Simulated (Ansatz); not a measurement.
Molecule: C₃H₆O₂ (charge 0, singlet). SMILES: CCOC=O
Coordinates optimised at B3LYP-D3(BJ)/def2-TZVP (Ansatz, a first-principles code):
```
C
H 1 1.0907
H 1 1.0907 2 107.81
O 1 1.4497 2 108.43 3 -117.21
C 4 1.3360 1 116.26 2 58.40
O 5 1.1996 4 126.06 1 0.00
H 5 1.0986 6 124.78 4 180.00
C 1 1.5097 2 112.21 3 124.05
H 8 1.0905 1 110.97 2 179.56
H 8 1.0905 9 108.48 1 122.15
H 8 1.0913 9 108.35 10 117.43
```

Property: vertical triplet-singlet gap (E(triplet) - E(singlet); each state is the SCF solution reached for its spin), in eV. Cores are frozen in the correlated levels unless marked. Open shells are spin-unrestricted. No spin-orbit coupling. Non-relativistic. 

```tsv
level	program	vertical triplet-singlet gap (eV)
HF/aug-cc-pVDZ	Ansatz	4.41
PBE0/def2-TZVPD	Ansatz	5.20
CAM-B3LYP/def2-TZVPD	Ansatz	5.27
B2PLYP/def2-TZVPD	Ansatz	5.51
RI-MP2/aug-cc-pVTZ	Ansatz	6.04
SCS-MP2/aug-cc-pVDZ	Ansatz	5.98
```
